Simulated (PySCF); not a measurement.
Molecule: SMILES [NH3+][BH2-]OC, CH8BNO.

Mapped SMILES: `[CH3:1][O:2][BH2-:3][NH3+:4]`. Hydrogens are named by the atom that carries them.

Spin–spin couplings on one PBE0-D3(BJ)/def2-SVP geometry, PySCF 2.14.0 with density-fitted response routines, gas phase, non-relativistic, equivalent pairs averaged (spin–dipole term only in couplings to heteroatoms); isotopes 13C, 1H, 11B, 15N, 17O; basis pcJ-1.

How do the couplings (Hz) change with the functional? Times are CPU seconds on shared hosts with different chips, so compare them loosely.

Answers


| functional | functions | 1J(C1,H(C1)) | 1J(B3,H(B3)) | 1J(N4,H(N4)) | 1J(O2,B3) | 1J(B3,N4) | 1J(C1,O2) | 2J(H(N4),H(N4)) | core-s |
| --- | --- | --- | --- | --- | --- | --- | --- | --- | --- |
| HF | 188 | 173.1 | 133.5 | -89.5 | -19.6 | -3.3 | 2.4 | -27.6 | 13 |
| LDA | 188 | 106.8 | 91.5 | -56.8 | 4.8 | 2.4 | 26.3 | -6.8 | 10 |
| PBE | 188 | 128.6 | 113.0 | -64.4 | 2.6 | 0.8 | 26.1 | -9.4 | 14 |
| KT2 | 188 | 135.8 | 118.2 | -68.5 | 8.7 | 3.7 | 29.4 | -14.7 | 15 |
| B3LYP | 188 | 141.6 | 122.7 | -71.0 | -2.1 | 0.5 | 21.6 | -11.6 | 19 |
| PBE0 | 188 | 133.4 | 114.9 | -67.9 | -1.9 | 0.3 | 21.3 | -11.9 | 13 |
| B97-2 | 188 | 128.3 | 119.0 | -65.3 | -4.1 | -2.1 | 20.0 | -11.1 | 13 |
| BHandHLYP | 188 | 152.8 | 128.7 | -77.7 | -8.2 | -0.7 | 15.1 | -15.6 | 16 |
| CAM-B3LYP | 188 | 139.1 | 119.4 | -70.8 | -3.6 | 0.6 | 19.7 | -12.0 | 19 |
